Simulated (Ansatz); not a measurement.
Total energies of YSi6 (the lowest doublet isomer of a short search) from Ansatz at PBE0-D4/def2-TZVP, gas phase (1 Eh = 27.2114 eV = 2625.5 kJ/mol). The reference geometry is relaxed at PBE-D4/def2-SVP.

```xyz
7

Y     1.385    0.727   -1.602
Si   -1.183    0.117    0.757
Si    1.304   -0.107    1.011
Si    0.036    2.111    0.360
Si   -0.268   -1.851    1.726
Si    0.085   -1.506   -0.678
Si   -1.360    0.509   -1.574
```

| state | geometry | energy (Eh) |
| --- | --- | --- |
| charge 0 doublet | reference | -1774.60267 |
| charge 1 triplet | reference | -1774.36986 |
| charge 0 quartet | relaxed at PBE-D4/def2-SVP | -1774.57895 |

In the def2 sets Y takes a core potential; there is no spin–orbit coupling.

Question: Work out the vertical ionisation energy to the triplet.

Answer: E(charge 1 triplet) − E(charge 0 doublet) = -1774.36986 − (-1774.60267) = 0.23281 Eh = 6.34 eV. For comparison, −ε of the highest occupied level of the spin that leaves is 4.95 eV at this level, 1.39 eV less.

Question: Which of the charge 0 states is lowest, and how far above it are the others?

Answer: The doublet. quartet: -1774.57895 − (-1774.60267) = 0.02372 Eh = 62.3 kJ/mol.

The structure comes from a short search, and lower isomers may exist.
